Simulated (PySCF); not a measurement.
**C6H3N: core ionisation energies**

Methylcyanodiacetylene, C₆H₃N.
Bonds: C1–C2, C2–C3 (triple), C3–C4, C4–C5 (triple), C5–C6, C6–N7 (triple). Hydrogens: H8, H9, H10 on C1.

Computed, not measured: PySCF, delta-SCF UKS SCAN, pcX-2 on the ionised atom, pcseg-1 elsewhere, spin-free X2C. Vertical ΔSCF values, vacuum level as zero.

Question: What binding energy does each computed site have?

Answer: 
```tsv
atom(s)	bonded to	level	binding energy (eV)	above the level's lowest (eV)	count
N7	C (triple bond)	N 1s	404.51	0.00	1
C6	N (triple bond) and C	C 1s	292.30	+1.21	1
C1	C and 3 H	C 1s	292.24	+1.15	1
C5	C (triple bond) and C	C 1s	291.39	+0.30	1
C3	C (triple bond) and C	C 1s	291.34	+0.25	1
C2	C (triple bond) and C	C 1s	291.09	0.00	1
```

Lowest listed C 1s: C2, bonded to C (triple bond) and C. Highest, 1.21 eV above it: C6, bonded to N (triple bond) and C. The values 291.34 and 291.39 eV lie too close for their order to be trusted.

Question: Express the binding energy of C 1s of C1 in atomic units and per mole.

Answer: 292.24 eV = 10.7396 Eh = 28197 kJ/mol.

The list is incomplete; no value stands for C 1s of C4 (hole states with ⟨S²⟩ of 1 or more are left out). Spin contamination (⟨S²⟩ against 0.75 for a pure doublet) is marked for C 1s of C2 (1.00), C 1s of C3 (0.95), C 1s of C5 (0.90), C 1s of C6 (0.91) and N 1s of N7 (0.85), which makes these values less certain. Isolated species at its GFN2-xTB geometry, gas phase.
